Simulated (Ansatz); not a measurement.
Reaction (atomization): `CC(C)O[Si]O` → 3 C• + 8 H• + 2 O• + Si•

Program: Ansatz. Geometries: PBE0-D4/def2-TZVP. ΔE: electronic, gas phase. CCSD(T)/CBS adds triple-zeta CCSD(T) − MP2 to the extrapolated MP2 energy (def2 sets, frozen cores). This one scheme is used for every species, atoms too. For atomizations the MP2-based limit and the directly extrapolated one differ by several kJ/mol either way, and by 10 to 25 for some Ge, Se and Sn compounds, so smaller differences from it don't rank the levels. DFT in def2-TZVPP. Open shells (•) are unrestricted, without spin–orbit coupling. Spin–orbit coupling would lower the free atoms: a little for C, O, Si. One conformer a species, not always the lowest.

`CC(C)O[Si]O`:

Z-matrix (Å, degrees):
```
C
C 1 1.513
H 1 1.093 2 110.2
H 1 1.092 2 110.6 3 120.0
H 1 1.092 2 110.7 3 -119.8
C 2 1.513 1 112.6 3 -60.6
O 2 1.425 1 108.7 3 59.9
H 2 1.101 1 108.9 3 178.5
H 6 1.093 2 110.2 1 60.6
H 6 1.092 2 110.7 1 -179.6
H 6 1.092 2 110.6 1 -59.3
Si 7 1.655 2 123.7 1 118.5
O 12 1.645 7 99.7 2 180.0
H 13 0.963 12 117.0 7 -0.0
```

```
             level  ΔE (kJ/mol)  difference from CCSD(T)/CBS
         revPBE-D4       5565.9                        -45.4
            B97M-V       5608.3                         -3.0
           PBE0-D4       5598.9                        -12.4
          BHLYP-D4       5428.1                       -183.2
      CAM-B3LYP-D4       5630.2                         18.9
            B2PLYP       5545.7                        -65.6
          PBE-QIDH       5560.1                        -51.2
              PBE0       5574.4                        -36.9
           r2SCAN0       5508.9                       -102.4
      MP2/def2-SVP       5371.6                       -239.7
  CCSD(T)/def2-SVP       5302.3                       -309.0
    MP2/def2-TZVPP       5565.7                        -45.6
SCS-MP2/def2-TZVPP       5532.8                        -78.5
      HF/CBS(def2)       4094.5                      -1516.8
     MP2/CBS(def2)       5708.3                         97.0
    CCSD/CBS(def2)       5530.1                        -81.2
       CCSD(T)/CBS       5611.3                            0
```

Largest T1 diagnostic among the species: 0.013.

From BLYP to BHLYP (50 % exact exchange), in def2-TZVPP and without D4, ΔE moves by −137.2 kJ/mol: exact exchange takes away binding that semilocal exchange gives to molecules. At CCSD(T), def2-SVP lies −309.0 kJ/mol from the extrapolated value and def2-TZVPP −142.6 kJ/mol: correlation converges slowly with the basis, and small sets miss more of it in the bonded molecule than in its fragments. The D4 term adds +46.2 kJ/mol with B3LYP and +24.6 kJ/mol with PBE0; it sums over pairs of atoms, weighted by their polarisabilities, and B3LYP, whose exchange is more repulsive, gets the larger term.

B3LYP here is the variant with VWN-RPA as its local correlation; programs differ in this.
